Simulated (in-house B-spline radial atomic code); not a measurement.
Values are calculated unless marked as measured or tabulated.
## Extrapolating the RPA correlation energy in partial waves: the argon ion Ar³⁺

All-electron RPA on r2SCAN orbitals from an all-electron radial atomic-structure program (B-spline basis), non-relativistic, point nucleus, configuration [Ne] 3s2 3p3, highest spin. With empty states up to angular momentum L the sums are:

| L | E_c(L) (hartree) |
| --- | --- |
| 3 | -0.803666 |
| 4 | -0.855538 |
| 5 | -0.875895 |
| 6 | -0.885447 |
| 7 | -0.890498 |
| 8 | -0.893405 |
| 9 | -0.895185 |

For large l each further wave adds A/(l + 1/2)⁴, because the basis must build the cusp where two electrons meet.

Estimate the limit from L = 8 and L = 9.

Wave 9 adds -0.001780, against a sum of (l + 1/2)⁻⁴ of 1.22774e-04, so A = -14.498. The sum over l > 9 is ζ(4, 10.5) = 3.3168e-04, close to 1/(3 × 10³) = 3.3333e-04. The tail is -0.004809 and the limit -0.89999 hartree.

How good is the estimate?

A run to L = 11 sums to -0.89709 and extrapolates to -0.89967 hartree, 0.13 millihartree from the run before. The estimate differs from that by -0.33 millihartree, while the bare sum at L = 9 misses 4.5 millihartree (0.5 %).
